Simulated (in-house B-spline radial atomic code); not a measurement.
A fraction x of an electron is moved 3p → 3d in Fe2+, starting from [Ar] 3d6 and keeping the highest spin. Level of theory: non-relativistic BHandHLYP, spin-polarised, spherical fractional occupations, point nucleus; calculated with an all-electron radial atomic-structure program (B-spline basis).

Caution: exact exchange at fractional occupations of open shells leaves self-interaction of up to several eV.

```tsv
x	E(x) - E(0) (eV)	3p down level (eV)	3d down level (eV)
0	0.0000	-82.189	-19.788
0.125	7.7590	-81.853	-20.110
0.25	?	?	?
0.375	23.0297	-81.170	-20.749
0.5	?	?	?
0.625	37.9687	-80.471	-21.380
0.75	45.3133	-80.116	-21.693
0.875	52.5743	-79.757	-22.005
1	59.7514	-79.396	-22.314
```

What belongs in the row x = 0.25?

An energy change of 15.4357 eV; 3p down at -81.513 eV, 3d down at -20.430 eV.

What belongs in the row x = 0.5?

An energy change of 30.5408 eV; 3p down at -80.822 eV, 3d down at -21.065 eV.

Check Janak's theorem between x = 0.625 and 0.75.

The slope of the energy is 58.76 eV; the orbital levels give 58.76 eV (ε of the receiving orbital less ε of the emptying one, averaged over the two points).
